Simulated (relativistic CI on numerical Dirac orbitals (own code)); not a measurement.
**Ni2+: resonant inelastic scattering at the L2,3 edge**

Computed with this model: Dirac-Coulomb-Breit CI, KLI orbitals optimised for each configuration, model QED, valence Slater integrals scaled by 0.8, Kramers-Heisenberg scattering through one core-hole configuration in a parametric crystal field; configurations [Ar] 3d8 → [He] 2s2 2p5 3s2 3p6 3d9; 300 K; core-hole width 0.6 eV; summed over polarisations. Incident energies are the highest absorption maxima for each field (at most a few, so the weaker spin-orbit partner edge can be absent), on the computed scale of the free ion. Intensities are in per cent of the strongest line above 0.02 eV; levels within 1 cm⁻¹ are merged; final levels count from the ground level, the first row holds all elastic scattering, lines under 0.4 are left out and each table stops after 24 rows. The scale of the Slater integrals is a model choice and moves the terms in proportion.

Field parameters in Wybourne normalisation: D3d B²₀ = −7Dσ, B⁴₀ = −14Dq − 21Dτ, B⁴₃ = −14√(10/7) Dq; D4h B²₀ = −7Ds, B⁴₀ = 21(Dq − Dt), B⁴₄ = 21√(5/14) Dq; Td as Oh with Dq negative (B⁴₀ = 21Dq, B⁴₄ = √(5/14) B⁴₀). The field is a parameter set, without covalency.

S is read from ⟨S²⟩ = S(S + 1).

D4h, 10Dq = 8850, Ds = 1880, Dt = 810 cm⁻¹:

```csv
Final level (eV),Degeneracy,Irrep,S,853.9 eV,855.1 eV,857.3 eV
0.000,1,B2,1.00,398.9,275.4,36.8
0.006,2,E,1.00,100.7,42.3,3.4
0.023,1,A1,1.00,29.2,42.3,4.0
0.033,1,A2,1.00,18.7,63.1,4.5
0.155,1,B1,1.00,29.7,4.2,3.9
0.156,2,E,1.00,35.3,9.1,2.6
0.229,1,B2,1.00,2.8,0.9,0.6
0.625,1,A1,0.97,26.7,24.6,4.5
0.657,2,E,1.00,36.6,38.7,9.8
1.035,1,B1,1.00,17.3,80.5,8.4
1.062,2,E,1.00,21.7,100.0,19.3
1.071,1,A1,0.63,5.2,23.4,1.1
1.097,1,A2,1.00,3.9,14.7,9.9
1.129,1,B2,1.00,6.7,3.8,5.3
1.161,1,A1,0.65,2.4,12.5,3.3
1.225,2,E,0.99,4.0,11.8,3.8
1.253,1,B1,0.99,0.5,1.3,2.9
1.892,2,E,0.12,1.3,5.3,12.7
1.944,1,B1,0.05,0.7,0.6,3.7
2.258,1,A1,1.00,7.0,16.7,4.6
2.259,1,A2,0.00,0.2,1.8,2.8
2.277,2,E,0.97,7.3,33.4,5.4
2.758,1,B2,0.27,2.5,2.3,2.9
2.987,1,A1,0.17,0.6,2.4,4.2
```

D3d, 10Dq = 20150, Dσ = -1140, Dτ = 340 cm⁻¹:

```tsv
Final level (eV)	Degeneracy	Irrep	S	856 eV	873.3 eV	874.4 eV
0.000	1	A1	1.00	377.8	42.1	47.0
0.000	2	E	1.00	36.2	6.4	8.5
1.943	2	E	0.03	20.1	14.5	43.7
2.648	2	E	1.00	98.8	8.6	18.6
2.668	2	E	0.99	94.3	16.8	19.8
2.686	1	A2	1.00	38.0	4.8	10.9
2.696	1	A1	1.00	69.8	19.8	10.2
2.759	2	E	1.00	100.0	28.0	15.6
2.768	1	A2	1.00	39.4	4.7	3.3
3.443	1	A1	0.13	2.7	3.0	34.4
3.708	2	E	1.00	26.7	21.3	5.6
3.714	1	A1	0.96	17.8	6.3	18.6
4.049	1	A2	1.00	6.3	13.8	2.0
4.059	1	A1	0.99	16.3	4.6	22.8
4.060	2	E	1.00	38.1	17.6	3.7
4.070	2	E	1.00	58.1	11.2	6.7
4.559	2	E	0.02	7.7	12.5	12.3
4.782	1	A1	0.01	5.5	5.6	5.7
5.179	2	E	0.01	1.5	7.3	54.3
5.277	1	A2	0.01	0.8	4.1	21.9
5.923	1	A1	1.00	2.4	0.6	2.3
5.925	1	A2	1.00	2.9	2.9	0.7
5.935	2	E	1.00	10.2	3.1	1.6
5.951	2	E	1.00	11.0	2.2	2.0
```

Td, 10Dq = -2950 cm⁻¹:

```
Final level (eV)  Degeneracy  Irrep     S  854.1 eV  854.7 eV  856.7 eV
           0.000           1     A1  1.00     103.4     133.1      12.7
           0.043           3     T1  1.00      27.3     100.0       4.1
           0.114           2      E  1.00      35.0      53.1       5.9
           0.156           3     T2  1.00       7.2      21.8       3.5
           0.419           3     T1  1.00      18.1      17.6       8.9
           0.424           3     T2  1.00      17.8      22.5       5.3
           0.458           2      E  1.00       7.1      18.6       1.6
           0.463           1     A2  1.00       0.8       1.5       1.8
           0.816           3     T2  1.00       8.0       4.0       2.8
           1.829           3     T2  0.11       1.1       1.0       8.9
           1.920           2      E  0.17       1.9       2.8       3.3
           2.300           3     T2  0.96       6.1      18.5       3.0
           2.310           2      E  0.93       5.7      23.2       1.4
           2.362           3     T1  1.00       1.0       0.2       0.3
           2.391           1     A1  1.00       0.1       0.9       1.8
           2.772           3     T2  0.01       0.0       0.4      12.6
           2.942           3     T1  0.00       0.2       2.3      30.2
           2.980           1     A1  0.00       0.1       1.1      12.5
           3.033           2      E  0.01       0.2       1.6      14.5
           6.627           1     A1  0.00       0.0       0.0       1.7
```

For the first field the strongest loss at the lowest incident energy is the level at 0.66 eV (S = 1.00, against 1.00 in the thermal ground state). Levels of other spin, the first over 8 % at 1.89 eV, appear because spin-orbit coupling of the core hole, and in heavier ions of the valence shell too, mixes spins.
